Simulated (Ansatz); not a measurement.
# N$_{2}$ ··· H$_{2}$

The pair of N$_{2}$ (SMILES N#N, atoms 1–2) and H$_{2}$ (SMILES [H][H], atoms 3–4), both closed shells, in one local arrangement (a lower one may exist), relaxed at PBE0-D4/def2-TZVP:

N1  (0.005, 0.207, -2.488)
N2  (0.065, -0.045, -1.430)
H3  (-0.009, -0.116, 1.589)
H4  (-0.061, -0.046, 2.330)
(Å)

Program: Ansatz 0.2.0. Basis: def2-TZVPPD, with def2-QZVPPD for the basis limit. Cores are frozen in the correlated methods. B3LYP uses VWN-RPA correlation. Extrapolation: Hartree–Fock as exp(−7.88 √X), correlation as X^−2.97. Interaction energies count from these two fragments, frozen as in the pair, with the counterpoise correction; negative means bound.

(1) What is the interaction energy by CCSD(T) at an estimated basis limit (MP2 extrapolated from triple and quadruple zeta, plus CCSD(T) − MP2 in triple zeta)? (Judge from chemistry; the value comes from the calculation.)

(2) Which atoms make the shortest contact between the fragments?

No T1 diagnostic of these runs exceeds 0.014.

## Answers

(1) Computed: -0.20 kcal/mol. Hartree–Fock alone gives 0.09 kcal/mol at the basis limit, so without correlation the pair would not bind at this distance. It counts from the two fragments frozen as in the pair.

The same quantity by other methods in triple zeta, and each one's difference from that estimate:
```csv
method,E_int (kcal/mol),difference
PBE-D4,-0.30,-0.10
revPBE-D4,-0.14,0.05
BLYP-D4,-0.01,0.19
r2SCAN-D4,0.04,0.24
B97M-V,-0.19,0.00
PBE0-D4,-0.24,-0.04
B3LYP-D4,-0.09,0.11
HSE06-D4,-0.25,-0.05
wB97X-V,-0.19,0.01
wB97M-V,-0.14,0.05
B2PLYP,-0.05,0.15
HF,0.09,0.29
MP2,-0.19,0.00
CCSD,-0.14,0.06
CCSD(T),-0.18,0.02
```
Differences are method less estimate.

(2) N2 and H3, 3.02 Å apart.

Basis-set superposition shift (counterpoise-corrected less uncorrected): CCSD(T) 0.10; MP2 0.10; HF 0.01; PBE0-D4 0.03; wB97M-V 0.03 kcal/mol.

For scale, one of the runs: CCSD(T)/def2-TZVPPD, 108 basis functions, launched by `ansatz run in.yaml --threads 2 --pin off --events-out ev --progress --plain --max-ram 5222MiB`. The run took about 1.4 s on 2 CPU threads (shared host).
